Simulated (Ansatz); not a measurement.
**Strength of the Ga–O bond: GaH(CH3)2(OH2) → GaH(CH3)2 + H2O**

Species: GaH(CH3)2(OH2), singlet; GaH(CH3)2, singlet; H2O (water) `O`, singlet. 

Shapes, held fixed at every level: PBE0-D4/def2-TZVP. Flexible molecules stand in one conformer, not always the lowest. Programs: Ansatz 0.2.0. Electronic energies: no zero-point or thermal term.

Task: Estimate ΔE of this reaction.

Result: The highest level, CCSD(T)/def2-TZVPP, gives ΔE = +57.2 kJ/mol; the levels span +52.6 to +74.5. Both fragments are taken as closed shells, so no electrons are unpaired. The column of differences is taken from that level and isn't an error. No measured value is set beside it here. Relativity is left out for Ga. Outer-core shells of Ga are correlated, in sets that cover them unevenly.

| level | kind | ΔE (kJ/mol) | less CCSD(T)/def2-TZVPP |
| --- | --- | --- | --- |
| HF/def2-SVP | Hartree–Fock | +54.0 | -3.2 |
| SPW92/def2-TZVPP | LDA | +73.9 | +16.7 |
| PBE-D4/def2-TZVPP | GGA | +52.6 | -4.6 |
| r2SCAN0-D4/def2-TZVPP | global hybrid | +59.0 | +1.8 |
| MP2/def2-SVP | perturbation theory | +74.5 | +17.3 |
| MP2/def2-TZVPP | perturbation theory | +57.3 | +0.1 |
| CCSD/def2-SVP | coupled cluster or CI | +70.8 | +13.6 |
| CCSD(T)/def2-TZVPP | coupled cluster or CI | +57.2 | 0.0 |
